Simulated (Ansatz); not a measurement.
Reaction (isomerisation): `[SiH3]CC1=CB1` → `B[SiH](C)C#C`

Calculated with Ansatz (gas phase, PBE0-D4/def2-TZVP geometries, no zero-point term in ΔE). CBS: MP2 limit from def2 TZ/QZ plus the TZ coupled-cluster correction, frozen cores. DFT in def2-TZVPP. B3LYP here is the variant with VWN-RPA as its local correlation; programs differ in this. One conformer a species, not always the lowest.

`[SiH3]CC1=CB1`:

Cartesian coordinates in Å:
```
Si -1.391 0.565 1.004
C -0.549 -0.837 0.055
C 0.744 -0.374 -0.455
C 1.294 0.206 -1.545
B 2.182 -0.053 -0.415
H -2.690 0.078 1.540
H -1.636 1.712 0.092
H -0.530 1.009 2.128
H -1.226 -1.147 -0.747
H -0.429 -1.667 0.757
H 0.993 0.539 -2.530
H 3.239 -0.030 0.116
```

`B[SiH](C)C#C`:

Cartesian coordinates in Å:
```
B -0.094 2.049 -0.283
Si 0.260 0.190 0.393
C 1.352 -0.838 -0.730
C -1.289 -0.729 0.729
C -2.319 -1.328 0.918
H 0.779 2.663 -0.826
H -1.139 2.604 -0.119
H 0.948 0.392 1.707
H 1.561 -1.810 -0.279
H 2.301 -0.326 -0.908
H 0.868 -1.008 -1.694
H -3.228 -1.858 1.091
```

```
             level  ΔE (kJ/mol)  difference from CCSD(T)/CBS
           PBE0-D4         90.4                         34.1
          B3LYP-D4         67.1                         10.8
           ωB97X-V         80.2                         23.9
            r2SCAN         80.5                         24.2
              PBE0         89.4                         33.1
             B3LYP         64.9                          8.6
SCS-MP2/def2-TZVPP         55.0                         -1.3
   CCSD/def2-TZVPP         55.9                         -0.4
    MP2/def2-QZVPP         64.9                          8.6
    CCSD/CBS(def2)         56.2                         -0.1
       CCSD(T)/CBS         56.3                            0
```

Largest T1 diagnostic among the species: 0.012.

From PBE to PBE0 (25 % exact exchange), in def2-TZVPP and without D4, ΔE moves by +7.1 kJ/mol.

CCSD(T)/CBS has its own doubt, a few kJ/mol and more with outer-core shells, so smaller differences from it don't rank the levels.
